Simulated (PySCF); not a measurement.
Si(OAc)(OH)3, SMILES CC(=O)O[Si](O)(O)O, singlet, B3LYP/def2-SVP optimised geometry.

```
14

C     -1.50    -1.61    -3.74
C     -1.35    -0.63    -2.60
O     -1.55     0.56    -2.70
O     -0.96    -1.22    -1.46
Si    -0.58    -0.43     0.00
O     -1.10    -1.33     1.28
O      1.06    -0.43     0.00
O     -1.33     1.03     0.00
H     -1.87    -1.09    -4.63
H     -0.52    -2.07    -3.94
H     -2.19    -2.41    -3.45
H     -2.00    -1.15     1.58
H      1.49    -0.28     0.85
H     -1.49     1.33    -0.92
```

Density from B3LYP/def2-TZVP (PySCF) at that geometry.

Minimum of the electron density along straight lines between bonded atoms, close to the bond critical point (lines longer than 1.1 times the sum of covalent radii, or with two minima, are not listed):

```csv
bond,length / Å,ρ at the minimum / e bohr⁻³,∇²ρ there / e bohr⁻⁵,position (fraction from the first atom)
C1–C2,1.505,0.265,-0.71,0.47
C2–O3,1.214,0.425,(withheld),0.34
C2–O4,1.342,(withheld),-0.70,0.35
O4–Si5,1.707,(withheld),0.62,0.59
Si5–O6,1.644,0.143,0.80,0.41
Si5–O7,1.642,0.143,0.81,0.41
Si5–O8,1.639,0.146,0.81,0.41
C1–H9,1.096,0.278,-0.96,0.65
C1–H10,1.101,0.271,-0.91,0.64
C1–H11,1.101,0.272,-0.92,0.64
O6–H12,0.965,0.351,-2.37,0.81
O7–H13,0.964,0.351,-2.37,0.81
O8–H14,0.978,0.335,-2.26,0.81
```

Problem. What belongs in the gaps?

Solution. 
- C2–O3, ∇²ρ there / e bohr⁻⁵: -0.37
- C2–O4, ρ at the minimum / e bohr⁻³: 0.308
- O4–Si5, ρ at the minimum / e bohr⁻³: 0.121
